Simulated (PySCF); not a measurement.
Record of a relaxation.

Species: Ni(PH3)2 (singlet state).
Bonds: Ni1–P2, Ni1–P6. Hydrogens: H3, H4, H5 on P2; H7, H8, H9 on P6.

Method: PBE0-D3(BJ)/def2-SVP geometry optimisation, gas phase (PySCF 2.14.0); density fitting, grid level 1; the optimiser is geomeTRIC in internal coordinates, started from a GFN2-xTB structure. The frame can shift and turn from step to step; on so coarse a grid that alone can change the energy by a few meV, and forces under 0.02 eV/Å are noise.

Step 0: E = -59692.5752 eV, largest atomic force 2.174 eV/Å
```
atom  x, y, z in Å  |  force x, y, z in eV/Å
Ni1     0.620    0.193    0.002   -0.947  -0.284  -0.014
P2      0.071    0.013    2.054    0.809   0.258  -2.001
H3      0.616   -0.956    2.893    0.400  -0.676   0.494
H4     -1.235   -0.252    2.454   -0.854  -0.162   0.008
H5      0.240    1.031    2.989    0.131   0.728   0.587
P6      0.085    0.038   -2.058    0.791   0.241   2.007
H7      0.947    0.244   -3.135    0.614   0.143  -0.721
H8     -0.918    0.830   -2.608   -0.649   0.574  -0.191
H9     -0.426   -1.141   -2.590   -0.296  -0.821  -0.169
```

Step 1: E = -59692.7736 eV, largest atomic force 0.449 eV/Å
```
atom  x, y, z in Å  |  force x, y, z in eV/Å
Ni1     0.581    0.182    0.001   -0.431  -0.127  -0.005
P2      0.085    0.017    2.021    0.245   0.066  -0.296
H3      0.643   -0.993    2.874   -0.022   0.031  -0.007
H4     -1.269   -0.254    2.391    0.012   0.008  -0.074
H5      0.254    1.074    2.978   -0.013  -0.038  -0.004
P6      0.094    0.042   -2.024    0.224   0.065   0.303
H7      0.986    0.254   -3.132   -0.051  -0.011  -0.001
H8     -0.945    0.862   -2.565    0.020  -0.005   0.039
H9     -0.429   -1.184   -2.544    0.017   0.012   0.045
```

Step 2: E = -59692.7914 eV, largest atomic force 0.117 eV/Å
```
atom  x, y, z in Å  |  force x, y, z in eV/Å
Ni1     0.557    0.175    0.001   -0.113  -0.031  -0.002
P2      0.092    0.019    2.003    0.071   0.014   0.059
H3      0.643   -0.994    2.859   -0.032   0.049  -0.020
H4     -1.267   -0.250    2.356    0.032   0.009  -0.026
H5      0.257    1.075    2.963   -0.013  -0.057  -0.025
P6      0.100    0.043   -2.006    0.066   0.015  -0.058
H7      0.987    0.256   -3.119   -0.062  -0.013   0.036
H8     -0.945    0.864   -2.540    0.033  -0.024   0.017
H9     -0.424   -1.187   -2.517    0.018   0.037   0.018
```

Step 3: E = -59692.7931 eV, largest atomic force 0.068 eV/Å
```
atom  x, y, z in Å  |  force x, y, z in eV/Å
Ni1     0.546    0.171    0.001   -0.036  -0.010  -0.001
P2      0.095    0.019    2.003    0.028   0.005   0.062
H3      0.641   -0.992    2.860   -0.010   0.013  -0.004
H4     -1.265   -0.247    2.352    0.004   0.002  -0.008
H5      0.259    1.072    2.964   -0.003  -0.014  -0.007
P6      0.102    0.043   -2.006    0.024   0.005  -0.061
H7      0.984    0.258   -3.119   -0.017  -0.003   0.011
H8     -0.943    0.862   -2.538    0.006  -0.005   0.004
H9     -0.420   -1.186   -2.517    0.004   0.007   0.004
```

Step 4: E = -59692.7936 eV, largest atomic force 0.026 eV/Å
```
atom  x, y, z in Å  |  force x, y, z in eV/Å
Ni1     0.535    0.167    0.001   -0.009  -0.005  -0.001
P2      0.096    0.019    2.007    0.006   0.002   0.025
H3      0.640   -0.991    2.865    0.004  -0.007   0.002
H4     -1.263   -0.243    2.357   -0.008  -0.001   0.001
H5      0.263    1.071    2.966    0.003   0.010   0.002
P6      0.103    0.043   -2.009    0.004   0.001  -0.025
H7      0.984    0.261   -3.121    0.010   0.003  -0.002
H8     -0.943    0.859   -2.543   -0.007   0.005  -0.001
H9     -0.416   -1.186   -2.523   -0.003  -0.007  -0.003
```

Step 5: E = -59692.7939 eV, largest atomic force 0.020 eV/Å
```
atom  x, y, z in Å  |  force x, y, z in eV/Å
Ni1     0.521    0.161    0.001    0.003  -0.005  -0.001
P2      0.096    0.019    2.012   -0.008   0.001  -0.003
H3      0.641   -0.991    2.870    0.008  -0.012   0.002
H4     -1.263   -0.239    2.368   -0.007  -0.001   0.007
H5      0.270    1.072    2.968    0.005   0.016   0.002
P6      0.101    0.042   -2.014   -0.009  -0.001   0.004
H7      0.988    0.265   -3.119    0.019   0.005  -0.003
H8     -0.943    0.857   -2.550   -0.008   0.005  -0.003
H9     -0.411   -1.187   -2.534   -0.004  -0.008  -0.005
```

Problem. Summarise the path.

Solution. The energy falls by 21.10 kJ/mol from step 0 to step 5; nine tenths of that is first reached at step 1. It falls at every step. The largest force goes from 2.174 to 0.020 eV/Å. Among the bonds Ni1–P6 changes most (a near tie, within 0.001 Å, with another), from 2.133 to 2.062 Å; the atoms move by 0.068 Å rms after alignment.

What follows is the cost of the whole optimisation. On x86-64 server, one thread, on a shared host, this took 24 s wall.
